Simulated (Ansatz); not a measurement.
`[GeH3][CH2]N1C=C1` + `BN` → `B[NH][GeH3]` + `CN1C=C1`  (ligand exchange at a Ge–C bond)

Program: Ansatz. Geometries: PBE0-D4/def2-TZVP. ΔE: electronic, gas phase. CCSD(T)/CBS adds triple-zeta CCSD(T) − MP2 to the extrapolated MP2 energy (def2 sets, frozen cores). This one scheme is used for every species. Functionals use def2-TZVPP. B3LYP here is the variant with VWN-RPA as its local correlation; programs differ in this. For Ge outer-core shells are correlated without core-valence functions, which leaves a few kJ/mol of doubt a bond. Scalar relativity is left out up to krypton. Each species was taken in one conformer, which may not be the lowest.

```tsv
level	ΔE (kJ/mol)	difference from CCSD(T)/CBS
PBE-D4	-10.4	5.3
r2SCAN-D4	-14.7	1.0
PBE0-D4	-12.9	2.8
B3LYP-D4	-16.0	-0.3
ωB97X-V	-18.0	-2.3
ωB97M-V	-15.9	-0.2
r2SCAN	-15.4	0.3
B3LYP	-18.9	-3.2
HF/def2-TZVPP	-31.3	-15.6
SCS-MP2/def2-TZVPP	-20.8	-5.1
CCSD/def2-TZVPP	-19.5	-3.8
CCSD(T)/def2-TZVPP	-17.9	-2.2
MP2/def2-QZVPP	-15.5	0.2
SCS-MP2/def2-QZVPP	-20.0	-4.3
HF/CBS(def2)	-32.3	-16.6
MP2/CBS(def2)	-14.2	1.5
CCSD(T)/CBS	-15.7	0
```

Largest T1 diagnostic among the species: 0.013.

In def2-TZVPP, CCSD(T) changes the Hartree–Fock value by +13.4 kJ/mol (the triples alone add +1.6 kJ/mol) and MP2 by +14.8 kJ/mol.
